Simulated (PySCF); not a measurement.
## Exercise with solution: chemical shift, span and skew from a shielding tensor

C₃H₇BO₂, SMILES OCB1CCO1. Atoms are numbered in the order given.

```xyz
13

O      2.2627     0.5751     0.5567
C      1.5638    -0.2396    -0.3690
B      0.0071    -0.2262    -0.2026
C     -1.3004    -0.9294    -0.7795
C     -1.9534     0.0940     0.1754
O     -0.6706     0.6407     0.6161
H      1.6835     1.3109     0.7947
H      1.7983     0.0339    -1.4254
H      1.9360    -1.2774    -0.2697
H     -1.5238    -0.7860    -1.8469
H     -1.4643    -1.9851    -0.5176
H     -2.5030    -0.3237     1.0335
H     -2.5591     0.8819    -0.2993
```
Charge 0, spin multiplicity 1.

Coordinates come from a B3LYP-D3(BJ)/def2-SVP optimisation. The structure was generated by enumeration, and PubChem lists no compound with its InChIKey, so it may never have been made. One conformer was computed; it need not be the lowest.

GIAO shieldings from PBE/pcSseg-1 (PySCF), non-relativistic, no solvent. The symmetric part of the tensor of C5 has the principal values 70.8, 79.8, 154.6 ppm. The same nucleus in TMS has σ = 182.0 ppm at this level (PySCF, at its B3LYP-D3(BJ)/def2-TZVP geometry).

Task: Work out the isotropic shielding, the ¹³C shift against TMS, the span and the skew.

Result: 
σ(iso) = (σ11 + σ22 + σ33)/3 = 101.7 ppm. δ = σ(ref) − σ(iso) = 182.0 − (101.7) = 80.3 ppm.
Span Ω = σ33 − σ11 = 83.8 ppm. Skew κ = 3(σ(iso) − σ22)/Ω = 0.79. Tumbling in solution averages the tensor to δ; in a static solid the shielding alone would spread this spin-1/2 line over Ω.
